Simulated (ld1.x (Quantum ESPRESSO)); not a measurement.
**lead (Pb), TM semilocal: configuration errors across variants**

ld1.x (Quantum ESPRESSO) 7.5 input, shortened:

```
&input
   title='Pb', zed=82., rel=1, dft='PBE', iswitch=3,
   config='[Xe] 4f14 5d10 6s2 6p2 6d-2'
 /
 &inputp
   pseudotype=1, tm=.true., lloc=2,
   nlcc=.false.
 /
3
6S  1  0   2.00   0.00  1.75  1.75  0.0
6P  2  1   2.00   0.00  2.25  2.25  0.0
6D  3  2  -2.00   0.05  2.15  2.15  0.0
 &test
   configts(1)='6s2 6p2'
 /
```

All-electron excitation energies from the reference (eV): (1) 6s2 6p1 6.575; (2) 6s2 6p0 20.020; (3) 6s1 6p0 52.430; (4) 6s1 6p3 8.736; (5) 6s0 6p4 17.835; (6) 6s1 6p2 16.103; (7) 6s2 6p2.3 -0.799.

In the semilocal form every listed channel keeps its own potential, so the choice of the local channel does not act on these tests. It acts once the file is put into the separable form.

A semilocal file is local in each channel, so a ghost entry of none says nothing of the separable form that plane-wave codes build from it.

3 further variants failed, have other tests or another functional or relativity, and are left out.

A true bound ghost makes a file unfit for plane-wave use even where its test errors are small: the radial tests pick states by their node count and pass the ghost by.

Errors AE − PS in meV (a dash: test not solved or not reliable):

| change | (1) | (2) | (3) | (4) | (5) | (6) | (7) | bound ghosts |
| --- | --- | --- | --- | --- | --- | --- | --- | --- |
| base | +10 | +87 | +171 | +21 | +110 | -4.1 | +1.0 | none |
| wave 6s (bound): rc 1.75 bohr becomes 6s (bound): rc 1.68 bohr | +10 | +89 | +173 | +21 | +117 | -5.0 | +1.0 | none |
| wave 6d channel at 0.05 Ry: rc 2.15 bohr becomes 6d channel at -0.08 Ry: rc 2.15 bohr | +10 | +87 | +171 | +21 | +110 | -4.1 | +1.0 | d (extra level of the local part) |
| local potential the p channel | +10 | +87 | +171 | +21 | +110 | -4.1 | +1.0 | none |
| wave 6p (bound): rc 2.25 bohr becomes 6p (bound): rc 3.08 bohr | +9.9 | +78 | +146 | +25 | +120 | +2.4 | +1.0 | none |
| all radii scaled by about 0.76 (s 1.32, p 1.70, d 1.64 bohr) | +26 | +196 | +768 | +32 | +580 | – | +1.4 | d (extra level of the local part), s |
| wave 6d channel at 0.05 Ry: rc 2.15 bohr becomes 6d channel at 0.05 Ry: rc 1.68 bohr | +10 | +87 | +171 | +21 | +110 | -4.1 | +1.0 | none |
| wave 6d channel at 0.05 Ry: rc 2.15 bohr becomes 6d channel at -0.04 Ry: rc 2.15 bohr | +10 | +87 | +171 | +21 | +110 | -4.1 | +1.0 | none |

Give the same row for: core correction a·sin(br)/r model core inside 1.76 bohr.

-18, -120, -610, -41, -159, -89, 0.0; bound ghosts: none.
